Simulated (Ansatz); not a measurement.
mer-Co(OH)3(H2O)3 (CoO6H9). Total charge 0; singlet. Geometry PBE0-D4/def2-SVP.

```xyz
16

Co    0.0056   -0.0078    0.0744
O    -1.3915   -0.2044    1.2939
O     1.2135    0.1714   -1.3762
O     1.3063   -0.1526    1.3399
O    -1.1973    0.1543   -1.5368
O    -0.4722    1.8331    0.5060
O     0.5141   -1.8664   -0.2143
H    -1.0688   -0.6593    2.0803
H     1.9587    0.7383   -1.1526
H     1.0144    0.2884    2.1455
H    -1.5995   -0.6932   -1.7640
H    -0.3360    0.2360   -2.0347
H    -1.1139    1.3168    1.1220
H    -1.0248    2.1495   -0.2224
H     1.0367   -1.8079    0.6222
H     1.1548   -1.4961   -0.8832
```

The restricted singlet is unstable towards broken spin symmetry in Hartree–Fock (as tested in another run); at PBE-D4/def2-SVP, BLYP-D4/def2-TZVP, r2SCAN-D4/def2-TZVP, PBE0-D4/def2-SVP and others this wasn't settled. No other spin state of charge 0 was run. Another isomer (singlet) lies 0.24 eV lower at PBE0-D4/def2-TZVP; other spin states weren't run for this one.

(1) Estimate the orbital energies around the gap (eV) in Ansatz with PBE-D4/def2-SVP, BLYP-D4/def2-TZVP, r2SCAN-D4/def2-TZVP, PBE0-D4/def2-SVP, PBE0-D4/def2-TZVP.

Results:

(1) 
```tsv
orbital	PBE-D4/def2-SVP	BLYP-D4/def2-TZVP	r2SCAN-D4/def2-TZVP	PBE0-D4/def2-SVP	PBE0-D4/def2-TZVP
HOMO−5	-6.44	-6.83	-7.31	-8.62	-8.92
HOMO−4	-6.24	-6.65	-7.17	-8.42	-8.76
HOMO−3	-5.73	-6.15	-6.63	-8.18	-8.51
HOMO−2	-4.73	-5.27	-5.94	-7.56	-7.89
HOMO−1	-4.45	-4.98	-5.62	-7.25	-7.58
HOMO	-4.06	-4.61	-5.23	-6.88	-7.23
LUMO	-2.69	-3.05	-3.01	-1.58	-1.88
LUMO+1	-1.94	-2.33	-2.30	-0.98	-1.29
LUMO+2	-0.45	-0.73	-0.09	0.35	0.15
LUMO+3	1.17	0.45	1.24	2.15	1.42
LUMO+4	1.54	0.79	1.58	2.55	1.78
LUMO+5	1.95	1.12	1.99	2.96	2.11
```
